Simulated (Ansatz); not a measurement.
The cluster HfSi₃⁻. Charge -1, multiplicity 2. Geometry PBE-D4/def2-SVPD.

```xyz
4

Hf    0.6544    0.9424   -1.1091
Si    1.7067   -0.6925    0.5952
Si   -1.8073    0.5476   -0.4246
Si   -0.5538   -0.7975    0.9385
```

In the def2 sets Hf takes a core potential; there is no spin–orbit coupling. HSE06 is defined as in plane-wave codes, on full-range PBE exchange. At r2SCAN-D4/def2-TZVPD the charge -1 doublet is spin-contaminated (final ⟨S²⟩ up to 1.14, 0.75 for a pure state). Another isomer (doublet) lies 0.22 eV lower at PBE0-D4/def2-TZVPD; other spin states weren't run for this one.

Estimate the α-spin orbital energies around the gap (eV) in Ansatz with PBE-D4/def2-TZVPD, r2SCAN-D4/def2-TZVPD, B97M-V/def2-TZVPD, PBE0-D4/def2-TZVPD, HSE06-D4/def2-TZVPD.


| orbital | PBE-D4/def2-TZVPD | r2SCAN-D4/def2-TZVPD | B97M-V/def2-TZVPD | PBE0-D4/def2-TZVPD | HSE06-D4/def2-TZVPD |
| --- | --- | --- | --- | --- | --- |
| HOMO−9 | -29.53 | -30.63 | -31.47 | -32.27 | -31.84 |
| HOMO−8 | -8.50 | -9.03 | -9.20 | -10.27 | -9.84 |
| HOMO−7 | -6.53 | -6.97 | -7.12 | -8.09 | -7.68 |
| HOMO−6 | -4.06 | -4.25 | -4.42 | -5.23 | -4.83 |
| HOMO−5 | -1.83 | -1.98 | -2.02 | -2.69 | -2.31 |
| HOMO−4 | -1.50 | -1.68 | -1.65 | -2.29 | -1.91 |
| HOMO−3 | -1.10 | -1.26 | -1.36 | -1.94 | -1.57 |
| HOMO−2 | -0.57 | -0.83 | -0.72 | -1.36 | -0.99 |
| HOMO−1 | -0.47 | -0.67 | -0.59 | -1.18 | -0.82 |
| HOMO | -0.40 | -0.51 | -0.53 | -1.15 | -0.79 |
| LUMO | 0.39 | 0.57 | 0.40 | 1.09 | 0.73 |
| LUMO+1 | 1.01 | 1.04 | 0.99 | 1.65 | 1.31 |
| LUMO+2 | 1.08 | 1.18 | 1.01 | 1.66 | 1.32 |
| LUMO+3 | 1.72 | 1.88 | 1.67 | 2.17 | 1.85 |
| LUMO+4 | 1.86 | 1.92 | 1.93 | 2.49 | 2.12 |
| LUMO+5 | 2.05 | 2.23 | 2.15 | 2.76 | 2.39 |
| β HOMO | -0.29 | -0.44 | -0.37 | -1.03 | -0.67 |
| β LUMO | 0.09 | 0.33 | 0.17 | 0.86 | 0.49 |
